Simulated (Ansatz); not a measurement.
Species: trifluoro(methyl)germane, CH$_{3}$F$_{3}$Ge, net charge 0, singlet state. 
Structure (B3LYP-D3(BJ)/def2-TZVP (Ansatz, a program for electronic structure) minimum search):
```xyz
8

C     -1.9206    -0.0137     0.1074
Ge    -0.0001     0.0000     0.0000
F      0.7689    -0.1770     1.5335
F      0.6360    -1.2674    -0.9816
F      0.6342     1.4589    -0.6660
H     -2.2459    -0.9600     0.5348
H     -2.2471     0.8096     0.7397
H     -2.3333     0.1019    -0.8928
```

Quantity: vertical ionisation energy (to the doublet state of charge +1; each state is the SCF solution reached for its spin; the molecule has degenerate orbitals, so one determinant may break the symmetry), in eV. Valence correlation only, unless marked. Open shells are spin-unrestricted. Spin-orbit coupling is left out. The frozen core is the preceding noble-gas configuration, with the filled d and f shells of earlier blocks. Non-relativistic. Basis-set limits of correlation are two-point, X^-3; Hartree-Fock from the larger set. [CCSD(T)-MP2]/basis is that difference in the basis named.

RI-MP2/CBS(aug-cc-pVTZ,aug-cc-pVQZ)+[CCSD(T)-MP2]/aug-cc-pVTZ (Ansatz) gives 13.36 eV.

**Question.** Another calculation gave 12.27 eV. Which level was it?
A. B2PLYP/def2-TZVPD (Ansatz)
B. CAM-B3LYP/def2-TZVPD (Ansatz)
C. r2SCAN/def2-TZVPD (Ansatz)
D. PBE/def2-TZVPD (Ansatz)

**Answer.** D, PBE/def2-TZVPD (Ansatz). The others give 13.10 (CAM-B3LYP), 12.98 (B2PLYP), 12.51 (r2SCAN) eV.
